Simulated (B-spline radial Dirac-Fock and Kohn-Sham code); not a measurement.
# Dipole and non-dipole photoemission parameters of Pd 4d3/2

System: atomic palladium, configuration [Kr] 4d10; threshold 7.31 eV (orbital energy of the model). Level of theory: Dirac-Hartree-Slater photoionisation with a Latter tail; cross sections with all multipoles, angular parameters from the dipole term and its interference with E2; a B-spline atomic structure program.

The run's input, task.json:

```json
{"items": [{
  "Z": 46,
  "q": 0,
  "cfg": [[1, 0, 2], [2, 0, 2], [2, 1, 6], [3, 0, 2], [3, 1, 6], [3, 2, 10], [4, 0, 2], [4, 1, 6], [4, 2, 10]],
  "A": 106,
  "rrms": 4.5318,
  "do": "xps",
  "hv": [105.0, 200.0, 207.0, 328.0, 382.0, 435.0, 451.0, 518.0, 521.0, 600, 792.0, 800, 1000, 1180.0, 1253.6, 1550.0, 1640.0, 2000, 2420.0, 2520.0, 2540.0, 2984.4, 4540.0, 5010.0, 5840.0, 6000, 6870.0, 9690.0, 14000.0, 15000],
  "edges": {"K": 24350.0, "L1": 3604.0, "L2": 3330.0, "L3": 3173.0, "M1": 671.6, "M2": 559.9, "M3": 532.3, "M4": 340.5, "M5": 335.2, "N1": 87.1}
}]}
```

Run with: `python xray2_run.py task.json out`

| hν (eV) | σ (kb) | β | γ | δ |
| --- | --- | --- | --- | --- |
| 105 | 102 | 1.328 | 0.144 | -0.019 |
| 200 | 207 | 0.388 | 0.052 | -0.015 |
| 207 | 209 | 0.447 | 0.044 | -0.014 |
| 328 | 163 | 0.970 | -0.022 | -0.001 |
| 382 | ? | ? | ? | ? |
| 435 | 110 | 1.146 | -0.023 | 0.008 |
| 451 | 104 | 1.164 | -0.021 | 0.009 |
| 518 | 81.3 | 1.220 | -0.008 | 0.013 |
| 521 | 80.4 | 1.222 | -0.007 | 0.013 |
| 600 | 61.0 | 1.266 | 0.015 | 0.017 |
| 792 | 33.4 | 1.315 | 0.084 | 0.026 |
| 800 | 32.7 | 1.316 | 0.087 | 0.026 |
| 1000 | 19.2 | 1.325 | 0.166 | 0.034 |
| 1180 | 12.6 | 1.317 | 0.236 | 0.041 |
| 1253.6 | 10.7 | 1.312 | 0.264 | 0.043 |
| 1550 | 6.04 | 1.281 | 0.372 | 0.053 |
| 1640 | 5.15 | 1.270 | 0.402 | 0.056 |
| 2000 | 2.90 | 1.224 | 0.516 | 0.069 |
| 2420 | 1.63 | 1.171 | 0.633 | 0.083 |
| 2520 | 1.43 | 1.159 | 0.659 | 0.087 |
| 2540 | 1.40 | 1.156 | 0.664 | 0.088 |
| 2984.4 | 0.839 | 1.104 | 0.768 | 0.104 |
| 4540 | 0.206 | 0.950 | 1.038 | 0.161 |
| 5010 | 0.146 | 0.912 | 1.099 | 0.178 |
| 5840 | 0.0846 | 0.852 | 1.191 | 0.208 |
| 6000 | 0.0768 | 0.842 | 1.207 | 0.214 |
| 6870 | 0.0469 | 0.789 | 1.283 | 0.245 |
| 9690 | 0.0129 | 0.657 | 1.458 | 0.340 |
| 14000 | 0.00306 | 0.522 | 1.611 | 0.474 |
| 15000 | 0.00232 | 0.497 | 1.632 | 0.503 |

Problem. Give the values at 382 eV.

Solution. σ = 134 kb, β = 1.075, γ = -0.026, δ = 0.004.

Values without a named source are computed, but for edge energies of neutral atoms, which are taken from tables.
